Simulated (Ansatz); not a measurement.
Ansatz (a program for electronic structure) input:
A basis named .json is the Basis Set Exchange file of that set.

Ansatz 0.2 input:
```yaml
crystal:
  periodic: [false, false, false]
  atoms:
    - {symbol: Si, position_ang: [0.01529876, 0.01273124, 0.57681924]}
    - {symbol: F, position_ang: [1.02401244, -0.69021782, -0.46109671]}
    - {symbol: F, position_ang: [-1.04781051, 0.67041367, -0.43617766]}
basis:
  gaussian:
    orbitals: aug-cc-pV_D+d_Z.json
magnetization: {spin_polarized: false}
correlation: {method: ccsd_t, electrons: outside_noble_gas}
output: {forces: true}
```

**Question.** Which total energy does the run end on?

**Answer.** -488.45550 Eh (CCSD(T)/aug-cc-pV(D+d)Z). The basis has 78 functions.
